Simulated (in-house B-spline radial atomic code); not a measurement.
**RPA and G0W0 on LC-wPBE: Cr II (Cr+)**

Configuration [Ar] 3d5, highest spin, mean-field start LC-wPBE. Computed with a B-spline radial code for spherical atoms: all electrons, scalar-relativistic (spin-free one-electron X2C), finite nucleus, each spin shell either full or empty, empty states to l = 9 with an (l + 1/2)⁻⁴ tail; G0W0 by contour deformation at full frequency.

Command:
```bash
python run_gw.py task.json out
```
Settings (radii: box in bohr, nucleus in fm):
```
Z                        24
electrons                23
configuration            [Ar] 3d5
hamiltonian              x2c
method                   lc_wpbe
lmax                     9
rms_radius               3.6452
spin_polarised           True
box_radius               23.78
intervals                71
```

Cost of the run: 5.8 s on 1 thread of Arm Neoverse N1, with other jobs on the host.

Energies (hartree):

```
                                     term        value
                         mean-field total  -1050.38035
Hartree-Fock functional on these orbitals  -1049.43689
                      direct second order      -1.7319
                    second-order exchange      0.57213
                         SOSEX correction      0.51964
```

(1) What is the RPA correlation energy, and what remains with SOSEX?

Quasi-particle levels (eV):

| level | occupied | mean field | Σx - vxc | Σc | QP weight | G0W0 |
| --- | --- | --- | --- | --- | --- | --- |
| 3d up | yes | -15.422 | -2.59 | ? | ? | ? |
| 3p down | yes | -54.19 | -4.44 | 2.38 | 0.865 | -56.26 |
| 4s up | no | -6.688 | 0.70 | -0.94 | 0.976 | -6.924 |

G0W0 = mean field + (Σx - vxc) + Σc, with Σc (partial-wave tail included) taken at the quasi-particle energy. Only the outer levels were computed. Levels of low weight are left out.

(2) Where does G0W0 put 3d up?

## Answers

(1) RPA gives -1.4927 hartree (-1.77 eV per electron); RPA + SOSEX gives -0.97306, and the second-order doubles -1.1598 hartree (no singles). RPA lacks exchange-type terms and so overcorrelates at short range.

(2) At -17.132 eV, with Σc = 0.88 eV and a quasi-particle weight of 0.905. The tabulated removal energy is 16.486 eV (NIST, measured); the calculation leaves out spin-orbit coupling, Breit and QED terms, and what these don't explain is the method's own error.
